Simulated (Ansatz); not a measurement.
A single point on `O[SiH](O)[SiH](Cl)Cl`.

```yaml
crystal:
  periodic: [false, false, false]
  atoms:
    - {symbol: O, position_ang: [-1.325154, 1.498644, 0.284104]}
    - {symbol: Si, position_ang: [-0.620360, 0.039997, 0.490686]}
    - {symbol: O, position_ang: [-1.628455, -1.113800, -0.103233]}
    - {symbol: Si, position_ang: [1.378392, 0.119939, -0.730412]}
    - {symbol: Cl, position_ang: [2.755133, 1.295470, 0.237445]}
    - {symbol: Cl, position_ang: [2.081139, -1.819430, -0.788650]}
    - {symbol: H, position_ang: [-2.171183, 1.668182, 0.702527]}
    - {symbol: H, position_ang: [-0.320735, -0.252479, 1.922061]}
    - {symbol: H, position_ang: [-1.446792, -2.029169, 0.116506]}
    - {symbol: H, position_ang: [1.298026, 0.592657, -2.131033]}
basis:
  gaussian: {orbitals: def2-QZVPP}
correlation: {method: mp2}
```

```sh
$ ansatz run in.yaml --threads 2 --pin off --events-out ev --progress --plain --max-ram 22528MiB --backend cuda --devices 0, --max-vram 18GiB
```

It prints (some lines left out):

```
Functional definition: HF
3078 factors; integrals over basis functions are off by at most 8.5e-4 eV
mean field evaluation 1: about -44874.6629 eV, gradient 5.1e1 eV
mean field evaluation 2: about -44874.8628 eV, gradient 5.1e1 eV
mean field evaluation 4: about -44879.8049 eV, gradient 3.5e0 eV
mean field evaluation 8: about -44879.8675 eV, gradient 2.8e-1 eV
mean field -44879.86779233 eV, -1649.3047207010 hartree, gradient 3.1e-6 eV, S^2 0.000000; 0 other end points of the search recorded, 0 dependent functions left out
22 core orbitals not correlated: weight in the atoms' cores, before any rotation towards them, 1.000 or more for the frozen orbitals, at most 0.000 for the correlated occupied ones
reference -44879.86779233 eV, -1649.3047207010 hartree; 19, 19 occupied and 473, 473 virtual orbitals, 3078 factors
second order -32.33515636 eV of doubles, -0.00000000 eV of singles
Total energy: -44912.20294868 eV, -1650.4930157796 hartree
```

Hardware: 2 threads of an AMD EPYC 7R13 on a shared host and a share of an NVIDIA H100 80 GB. Wall time 7.5 s, peak host memory 1.1 GiB.
